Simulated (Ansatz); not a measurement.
Si6N8 (the lowest singlet isomer of a short search), 14 atoms. Hardware: 4 threads of Arm Neoverse V2 on a shared host.

Correlated methods freeze 38 core orbitals.

Q: How many basis functions does each of these Ansatz runs have, and roughly what does it cost? PBE-D4/def2-SVP, charge 1 doublet at the geometry of the charge 0 singlet, energy, from earlier orbitals; RPA@PBE/def2-SVP, charge 0 singlet, energy, from earlier orbitals; PBE0-D4/def2-SVP, charge 0 singlet, energy, from earlier orbitals; BHLYP-D4/def2-TZVP, charge 0 singlet, energy, from earlier orbitals; PBE-D4/def2-SVP, charge 0 triplet at the geometry of the charge 0 singlet, energy, from earlier orbitals; B3LYP-D4/6-31G, charge 0 singlet, energy; B97M-V/def2-SVP, charge 1 doublet at the geometry of the charge 0 singlet, energy, from earlier orbitals; PBE0-D4/def2-TZVP, charge 0 singlet, energy, from earlier orbitals; PBE0-D4/def2-SVP, charge 0 triplet at the geometry of the charge 0 singlet, energy; MP2/def2-SVP, charge 0 singlet, energy, from earlier orbitals; PBE-D4/def2-SVP, charge -1 doublet at the geometry of the charge 0 singlet, energy, from earlier orbitals; PBE0-D4/def2-SVP, charge -1 doublet at the geometry of the charge 0 singlet, energy.

A: Other jobs shared the machine, so times can vary by a factor of up to 3. A dash marks memory too small to be measured apart from the calling script's.

```json
{"run": "B3LYP-D4/6-31G, charge 0 singlet, energy", "functions": "150", "fitting or Cholesky vectors": "1899", "wall time": "8 s", "peak host memory (GiB)": "–"}
{"run": "PBE0-D4/def2-SVP, charge 0 singlet, energy, from earlier orbitals", "functions": "220", "fitting or Cholesky vectors": "2120", "wall time": "9 s", "peak host memory (GiB)": "–"}
{"run": "PBE0-D4/def2-SVP, charge -1 doublet at the geometry of the charge 0 singlet, energy", "functions": "220", "fitting or Cholesky vectors": "2120", "wall time": "21 s", "peak host memory (GiB)": "1.4"}
{"run": "PBE-D4/def2-SVP, charge -1 doublet at the geometry of the charge 0 singlet, energy, from earlier orbitals", "functions": "220", "fitting or Cholesky vectors": "2552", "wall time": "27 s", "peak host memory (GiB)": "0.92"}
{"run": "MP2/def2-SVP, charge 0 singlet, energy, from earlier orbitals", "functions": "220", "fitting or Cholesky vectors": "2120", "wall time": "29 s", "peak host memory (GiB)": "1.1"}
{"run": "PBE-D4/def2-SVP, charge 0 triplet at the geometry of the charge 0 singlet, energy, from earlier orbitals", "functions": "220", "fitting or Cholesky vectors": "2552", "wall time": "29 s", "peak host memory (GiB)": "0.93"}
{"run": "PBE-D4/def2-SVP, charge 1 doublet at the geometry of the charge 0 singlet, energy, from earlier orbitals", "functions": "220", "fitting or Cholesky vectors": "2552", "wall time": "31 s", "peak host memory (GiB)": "0.92"}
{"run": "RPA@PBE/def2-SVP, charge 0 singlet, energy, from earlier orbitals", "functions": "220", "fitting or Cholesky vectors": "2120", "wall time": "33 s", "peak host memory (GiB)": "1.2"}
{"run": "PBE0-D4/def2-TZVP, charge 0 singlet, energy, from earlier orbitals", "functions": "470", "fitting or Cholesky vectors": "2848", "wall time": "40 s", "peak host memory (GiB)": "2.9"}
{"run": "BHLYP-D4/def2-TZVP, charge 0 singlet, energy, from earlier orbitals", "functions": "470", "fitting or Cholesky vectors": "3020", "wall time": "50 s", "peak host memory (GiB)": "3"}
{"run": "PBE0-D4/def2-SVP, charge 0 triplet at the geometry of the charge 0 singlet, energy", "functions": "220", "fitting or Cholesky vectors": "2120", "wall time": "51 s", "peak host memory (GiB)": "1.6"}
{"run": "B97M-V/def2-SVP, charge 1 doublet at the geometry of the charge 0 singlet, energy, from earlier orbitals", "functions": "220", "fitting or Cholesky vectors": "2552", "wall time": "2 min", "peak host memory (GiB)": "1.4"}
```
